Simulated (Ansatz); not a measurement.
`FB(Cl)B1O[SiH]1F` + HBr → `FB(Cl)Br` + `F[SiH]1BO1`  (cleavage of the B–B bond)

Gas-phase electronic energies from Ansatz, PBE0-D4/def2-TZVP geometries. CBS: MP2 limit from def2 TZ/QZ plus the TZ coupled-cluster correction, frozen cores. DFT in def2-TZVPP. B3LYP here is the variant with VWN-RPA as its local correlation; programs differ in this. For Br outer-core shells are correlated without core-valence functions, which leaves a few kJ/mol of doubt a bond. Scalar relativity is left out up to krypton. One conformer a species, not always the lowest.

```tsv
level	ΔE (kJ/mol)	difference from CCSD(T)/CBS
LDA (SPW92)	-69.7	7.9
PBE-D4	-68.4	9.2
revPBE-D4	-69.1	8.5
BLYP-D4	-68.2	9.4
PBE0-D4	-72.2	5.4
r2SCANh-D4	-76.6	1.0
PBE-QIDH	-79.3	-1.7
revPBE	-68.6	9.0
BLYP	-68.4	9.2
PBE0	-73.1	4.5
B3LYP	-71.8	5.8
BHLYP	-75.7	1.9
CCSD/def2-SVP	-73.9	3.7
HF/CBS(def2)	-78.6	-1.0
MP2/CBS(def2)	-87.9	-10.3
CCSD/CBS(def2)	-77.6	0.0
CCSD(T)/CBS	-77.6	0
```

Largest T1 diagnostic among the species: 0.015.

From PBE to PBE0 (25 % exact exchange), in def2-TZVPP and without D4, ΔE moves by −4.1 kJ/mol. Leaving LDA and LC-ωPBE aside and taking each functional with its dispersion term where it has one, the values spread over 11.1 kJ/mol, from PBE-QIDH to BLYP-D4.

CCSD(T)/CBS has its own doubt, a few kJ/mol and more with outer-core shells, so smaller differences from it don't rank the levels.
